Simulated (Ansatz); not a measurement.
Ansatz results at the PBE0-D4/def2-TZVP geometry: HOMO–LUMO gap (PBE/def2-TZVPP) 2.40 eV; size of the dipole moment (ωB97M-V/def2-TZVPP) 2.66 D; HOMO energy (ωB97M-V/def2-TZVPP) -9.02 eV.

Each molecule was computed in one conformer, which needn't be the lowest.

Problem. Which molecule gave them?
A. `OCNCO`
B. `[SiH3][SiH]1O[CH2][AlH]1`
C. `O=C[SiH2][SiH2][AlH2]`
D. `[AlH2][CH]1O[SiH2][SiH2]1`

Solution. C. The others give `[SiH3][SiH]1O[CH2][AlH]1`: 3.01, 2.13, -8.72; `OCNCO`: 5.66, 2.97, -9.61; `[AlH2][CH]1O[SiH2][SiH2]1`: 3.59, 1.23, -9.15.
